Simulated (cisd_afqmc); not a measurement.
Input (AFQMC/CISD/cc-pV(T+d)Z; cisd_afqmc is a phaseless AFQMC code with CISD trial states that reads the integrals written by Ansatz): A basis named .json is the Basis Set Exchange file of that set.

Ansatz 0.2 input:
```python
import cisd_afqmc

open("ham.yaml", "w").write("""\
crystal:
  periodic: [false, false, false]
  atoms:
    - {symbol: Al, position_ang: [0.00000000, 0.00000000, 0.00000000]}
basis:
  gaussian:
    orbitals: cc-pV_T+d_Z.json
magnetization: {spin_polarized: true, initial_magnetization: 1}
correlation: {method: ccsd, electrons: outside_noble_gas, hamiltonian_folder: ham}
scf: {lower_state_search: full}
""")
rep = cisd_afqmc.ansatz("ham.yaml")
e_ccsd = rep["correlation"]["coupled_cluster"]["energy"]["hartree"]
out = cisd_afqmc.run("ham", e_ccsd, trial="CISD", walkers=2000, populations=1, threads=12, dt=0.005, steps=40, early=24, settle=10, least=100,
    cut=5e-5, rank_cut=2e-4, target=0.0004, seconds=1000, seed=4, memory=62639, gpu=True)
```

Output:

```
orbitals 34, occupied [2, 1], factors 154 of 240, rank of the doubles 55 of 97
E(HF) = -241.879084
E(CCSD) on the cut factors = -241.930154, shift to the whole factors -0.000008
Energy of the trial state on the determinant = -241.930019
  tau behind 7.2 of longer steps, mean of the populations' last blocks
   2.0  -241.93168
   4.0  -241.93165
   6.0  -241.93132
   8.0  -241.93128
  10.0  -241.93159
  12.0  -241.93160
  14.0  -241.93155
  16.0  -241.93272
  18.0  -241.93161
  20.0  -241.93230
  22.0  -241.93147
blocks 94 (6 outliers left out), error by blocks joined: 1: 0.00002, 2: 0.00002, 4: 0.00003
E(AFQMC/CISD) = -241.93158 +/- 0.00003
```

The error still grows at the longest joins of blocks, or few joins were possible, so the printed bar may be too narrow.
